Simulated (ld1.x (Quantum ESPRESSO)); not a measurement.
## What one change does to a pseudopotential (bismuth (Bi), RRKJ)

- Element: Bi (Z = 83)
- Generator: ld1.x (Quantum ESPRESSO) 7.5
- Type: norm-conserving RRKJ (Kleinman–Bylander form)
- Functional: PBE
- Relativity: scalar-relativistic
- Frozen core: [Xe]
- Valence charge: 29
- Reference configuration: 4f14 5d10 6s2 6p2.5 (charge +0.5)
- Partial waves: 6p (bound): rc 1.75 bohr; 5d (bound): rc 2.05 bohr; 4f (bound): rc 0.55 bohr; 6s (bound): rc 1.50 bohr
- Local potential: the s channel
- Core correction: none
- rho0: 0.01

Change: wave 6s (bound): rc 1.50 bohr becomes 6s (bound): rc 2.26 bohr.

Cutoffs: the cutoffs (Ry, on a coarse ladder) from which the occupation-weighted sum of valence levels, in a spherical-Bessel basis at the reference potential, stays within 10 and 1 mRy of its value at 400 Ry; they do not see the model core or the augmentation charge, which bear on the density cutoff. Errors are all-electron minus pseudo energies relative to the spin-unpolarised reference configuration.

Task: What does the change do?

Result: Both files keep a bound ghost (p); of the 7 tests that both files solve, the error grows in 2 and shrinks in 3 by more than 15 % and 0.3 meV (median size 1.9 → 2.7 meV).

```csv
quantity,base,changed
bound ghosts,p,p
"error for 4f14 5d10 6s2 6p3, meV [ΔE -3.10 eV]",+1.9,+2.0
"error for 4f14 5d10 6s2 6p2, meV [ΔE 4.82 eV]",-1.5,-1.5
"error for 4f14 5d10 6s2 6p1, meV [ΔE 20.06 eV]",-1.2,-1.7
"error for 4f14 5d9 6s2 6p3, meV [ΔE 30.23 eV]",+40,-5.0
"error for 4f14 5d10 6s2 6p0, meV [ΔE 43.41 eV]",+8.8,+2.7
"error for 4f14 5d10 6s1 6p0, meV [ΔE 88.81 eV]",+41,+17
"error for 4f14 5d10 6s1 6p3, meV [ΔE 15.63 eV]",+0.7,-3.5
```

 A true bound ghost makes a file unfit for plane-wave use even where its test errors are small: the radial tests pick states by their node count and pass the ghost by.
